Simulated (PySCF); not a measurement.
From computed data to an observable: entropy of an ideal gas

CCl₂, SMILES Cl[C]Cl (connectivity only; charge and spin as stated), neutral, multiplicity 1.

Coordinates come from a PBE0-D3(BJ)/def2-TZVP optimisation. The isomer is the one that the SMILES or the coordinates give; other isomers of the formula were not compared.

PBE0-D3(BJ)/def2-TZVP in PySCF gives the harmonic wavenumbers 340, 740, 791 cm⁻¹ and the rotational temperatures 2.4289, 0.1759, 0.1640 K. The molar mass is 82.91 g/mol, the symmetry number 2, the spin multiplicity 1.

Task: Work out the entropy at 298.15 K and 1 atm in the rigid-rotor, harmonic-oscillator model.

Result: 
Translation (Sackur–Tetrode at 1 atm): S = R[1.5 ln M + 2.5 ln T − 1.16487] = 163.8 J/(mol K).
Rotation: q = (√π/σ) T^1.5/√(θA θB θC) = 17200, S = R[ln q + 3/2] = 93.6 J/(mol K).
Vibration: with u = 1.4388 ν/T, each mode gives R[u/(e^u − 1) − ln(1 − e^−u)]:
```csv
ν (cm⁻¹),modes,u,S (J/(mol K))
340,1,1.64,5.07
740,1,3.57,1.10
791,1,3.82,0.90
```
These are all the modes. Sum 7.1 J/(mol K).
Spin: R ln 1 = 0.0 J/(mol K).
Total 264.5 J/(mol K); the program's own thermochemistry gives 264.5. Translation makes up 62 % and vibration 3 %. Anharmonicity, hindered rotation and orbital degeneracy are left out.
